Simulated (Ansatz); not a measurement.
Species: [Zn(Cl)2] (charge 0, multiplicity 1), formula Cl₂Zn.

Task: How many basis functions does Ansatz (a first-principles code) with frozen-core CCSD(T)/def2-TZVPP // TPSS-D3(BJ)/def2-SVP use, how many core orbitals are frozen, and how many electrons are correlated?

Result: 148 basis functions and 15 frozen orbitals, which leaves 34 correlated electrons. Core time is of the order of seconds.
